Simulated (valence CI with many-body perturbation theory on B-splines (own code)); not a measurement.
# Forbidden lines of Pt38+

Calculated by valence CI with perturbative core correlation (CI+MBPT): four valence electrons over a frozen Dirac-Fock core [Kr], radial functions for each j: 9 s, 9 p, 10 d, 8 f, 5 g, 3 h, 1 i, with the one-electron correlation potential Σ1, the two-electron term Σ2, the three-electron term Σ3, Breit, model QED; selected CI, second order for the rest (own B-spline code, finite nucleus).

The last digits are not significant, and no measured levels were compared; by estimate large intervals hold to a few tenths of a per cent, small ones and those within an open d or f shell to about a per cent. Only levels of the ground parity were solved; by the run's estimate the other parity begins above the list, which can be wrong where configurations are misplaced.

Lines 51 to 100 of 119 in falling wavelength, among levels below 942780 cm⁻¹, chosen from the decays that carry over 1 % of a level's rate. Wavelengths and rates use the calculated energies. Electric multipoles are in the length gauge, E1 and E2 with the static RPA response of the core. S is in atomic units (e²a₀⁴ for E2 and M2, e²a₀⁶ for E3), for M1 in squared Bohr magnetons. Weak lines are less certain than strong ones. Lines between different terms over intervals too small for the method are left out, as are lines whose strength nearly cancels. The highest levels of a list are the least certain.

Levels are named by their leading jj configuration (3d3/2^4 stands for four electrons in 3d with j = 3/2), which in mixed levels can hold well under half, so a name can repeat and another be missing. Letters in brackets count levels of one name in rising energy.

```tsv
λ vac (Å)	Upper	Lower	Type	A (s⁻¹)	S (a.u.)
514.1	(4d3/2^2 4d5/2^2) J=6	(4d3/2^3 4d5/2) J=4	E2	1.25e+01	5.21e-03
513.3	(4d3/2 4d5/2^3) J=3 [a]	(4d3/2^2 4d5/2^2) J=3 [a]	M1	1.05e+05	3.67e+00
510.1	(4d3/2 4d5/2^3) J=4 [a]	(4d3/2^2 4d5/2^2) J=4 [a]	M1	1.82e+05	8.06e+00
508.7	(4d3/2 4d5/2^3) J=4 [b]	(4d3/2^2 4d5/2^2) J=4 [c]	M1	4.62e+04	2.03e+00
507.4	(4d3/2^2 4d5/2^2) J=2 [a]	(4d3/2^3 4d5/2) J=1	M1	1.66e+05	4.01e+00
506.1	(4d3/2^2 4d5/2^2) J=2 [b]	(4d3/2^3 4d5/2) J=3	M1	5.48e+02	1.32e-02
499.8	(4d3/2 4d5/2^3) J=5	(4d3/2^2 4d5/2^2) J=5	M1	3.97e+04	2.02e+00
498.5	(4d3/2 4d5/2^3) J=2 [a]	(4d3/2^2 4d5/2^2) J=3 [b]	M1	7.04e+04	1.62e+00
497.5	(4d3/2 4d5/2^3) J=3 [b]	(4d3/2^2 4d5/2^2) J=2 [b]	M1	3.10e+04	9.91e-01
496.3	(4d5/2^4) J=4	(4d3/2 4d5/2^3) J=5	M1	4.77e+04	1.94e+00
495.1	(4d5/2^4) J=2	(4d3/2 4d5/2^3) J=3 [b]	M1	3.03e+04	6.81e-01
493.3	(4d3/2^2 4d5/2^2) J=3 [b]	(4d3/2^3 4d5/2) J=2	M1	2.76e+03	8.60e-02
489.5	(4d3/2 4d5/2^3) J=6	(4d3/2^2 4d5/2^2) J=5	M1	6.69e+04	3.78e+00
487.7	(4d3/2 4d5/2^3) J=3 [b]	(4d3/2^2 4d5/2^2) J=4 [b]	M1	2.31e+04	6.96e-01
487.0	(4d3/2 4d5/2^3) J=1 [b]	(4d3/2^2 4d5/2^2) J=2 [c]	M1	6.31e+04	8.10e-01
485.4	(4d3/2 4d5/2^3) J=3 [c]	(4d3/2^2 4d5/2^2) J=2 [c]	M1	4.46e+04	1.32e+00
483.3	(4d3/2 4d5/2^3) J=3 [a]	(4d3/2^2 4d5/2^2) J=2 [a]	M1	1.65e+05	4.84e+00
481.9	(4d3/2^2 4d5/2^2) J=3 [b]	(4d3/2^3 4d5/2) J=4	M1	6.26e+04	1.82e+00
481.8	(4d3/2 4d5/2^3) J=3 [b]	(4d3/2^2 4d5/2^2) J=3 [b]	M1	6.73e+04	1.95e+00
478.7	(4d5/2^4) J=2	(4d3/2 4d5/2^3) J=2 [a]	M1	1.02e+05	2.08e+00
477.9	(4d3/2^2 4d5/2^2) J=2 [b]	(4d3/2^3 4d5/2) J=2	M1	2.77e+04	5.60e-01
476.1	(4d3/2^2 4d5/2^2) J=4 [b]	(4d3/2^3 4d5/2) J=4	M1	6.99e+02	2.52e-02
474.0	(4d3/2^3 4d5/2) J=2	(4d3/2^4) J=0	E2	7.63e+01	8.15e-03
467.9	(4d3/2 4d5/2^3) J=2 [a]	(4d3/2^2 4d5/2^2) J=1	M1	3.09e+04	5.87e-01
453.5	(4d3/2 4d5/2^3) J=5	(4d3/2^2 4d5/2^2) J=4 [a]	M1	2.36e+04	8.98e-01
450.5	(4d3/2 4d5/2^3) J=2 [b]	(4d3/2^2 4d5/2^2) J=2 [c]	M1	6.80e+04	1.15e+00
448.5	(4d5/2^4) J=4	(4d3/2 4d5/2^3) J=3 [a]	M1	1.23e+05	3.69e+00
447.8	(4d3/2 4d5/2^3) J=1 [a]	(4d3/2^2 4d5/2^2) J=2 [a]	M1	1.48e+05	1.47e+00
442.6	(4d5/2^4) J=4	(4d3/2 4d5/2^3) J=4 [a]	M1	1.92e+05	5.56e+00
441.0	(4d3/2 4d5/2^3) J=1 [a]	(4d3/2^2 4d5/2^2) J=0 [a]	M1	1.37e+05	1.30e+00
418.1	(4d3/2^2 4d5/2^2) J=2 [c]	(4d3/2^3 4d5/2) J=3	M1	1.22e+05	1.66e+00
417.7	(4d5/2^4) J=0	(4d3/2 4d5/2^3) J=1 [b]	M1	3.57e+05	9.65e-01
417.2	(4d5/2^4) J=2	(4d3/2 4d5/2^3) J=1 [a]	M1	1.42e+05	1.91e+00
413.2	(4d3/2 4d5/2^3) J=2 [a]	(4d3/2^2 4d5/2^2) J=3 [a]	M1	6.55e+04	8.56e-01
405.0	(4d3/2 4d5/2^3) J=1 [b]	(4d3/2^2 4d5/2^2) J=2 [b]	M1	4.71e+03	3.48e-02
404.4	(4d3/2 4d5/2^3) J=0	(4d3/2^2 4d5/2^2) J=1	M1	1.23e+05	3.01e-01
401.7	(4d3/2 4d5/2^3) J=3 [b]	(4d3/2^2 4d5/2^2) J=3 [a]	M1	1.95e+04	3.29e-01
398.7	(4d3/2^2 4d5/2^2) J=2 [c]	(4d3/2^3 4d5/2) J=2	M1	3.93e+04	4.62e-01
397.4	(4d3/2 4d5/2^3) J=3 [c]	(4d3/2^2 4d5/2^2) J=4 [b]	M1	7.26e+03	1.18e-01
395.0	(4d3/2 4d5/2^3) J=3 [b]	(4d3/2^2 4d5/2^2) J=4 [a]	M1	2.27e+04	3.64e-01
393.9	(4d3/2^2 4d5/2^2) J=4 [c]	(4d3/2^3 4d5/2) J=3	M1	4.16e+04	8.49e-01
390.5	(4d5/2^4) J=2	(4d3/2 4d5/2^3) J=3 [a]	M1	1.02e+05	1.13e+00
389.0	(4d3/2^2 4d5/2^2) J=2 [b]	(4d3/2^3 4d5/2) J=1	M1	6.27e+03	6.84e-02
385.5	(4d3/2 4d5/2^3) J=4 [b]	(4d3/2^2 4d5/2^2) J=3 [b]	M1	4.88e+04	9.34e-01
383.1	(4d3/2 4d5/2^3) J=3 [b]	(4d3/2^2 4d5/2^2) J=2 [a]	M1	4.43e+03	6.46e-02
379.4	(4d3/2 4d5/2^3) J=2 [b]	(4d3/2^2 4d5/2^2) J=2 [b]	M1	5.04e+03	5.11e-02
375.2	(4d3/2 4d5/2^3) J=1 [b]	(4d3/2^2 4d5/2^2) J=1	M1	3.28e+04	1.93e-01
370.3	(4d3/2 4d5/2^3) J=2 [b]	(4d3/2^2 4d5/2^2) J=3 [b]	M1	1.59e+04	1.50e-01
353.1	(4d3/2 4d5/2^3) J=2 [b]	(4d3/2^2 4d5/2^2) J=1	M1	3.12e+04	2.54e-01
351.4	(4d3/2 4d5/2^3) J=4 [b]	(4d3/2^2 4d5/2^2) J=5	M1	6.31e+04	9.14e-01
```
